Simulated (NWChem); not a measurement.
## Atomisation of HB

```xyz
2

B      0.0000     0.0000     0.2111
H      0.0000     0.0000    -1.0555
```
Charge 0, spin multiplicity 1.

Everything below was run with NWChem. All single points use one geometry, from PBE/def2-SVP, a minimum by its harmonic frequencies.

Basis set: def2-QZVP. The atomisation energy is electronic alone: no zero-point, thermal, spin-orbit or counterpoise terms. No value is extrapolated to the basis-set limit. Free atoms are single determinants with multiplicities B 2, H 2.

B3LYP has NWChem's definition, with VWN1-RPA local correlation. The structure started from a generated list of species. The stability of the SCF solutions was not checked.

Problem. For the atomisation energy, BP86 gives 84.4 kcal/mol and r2SCAN gives 79.3 kcal/mol. What do PBE, PBE0, B3LYP give?

Solution. PBE: 81.1 kcal/mol; PBE0: 80.4 kcal/mol; B3LYP: 83.6 kcal/mol.
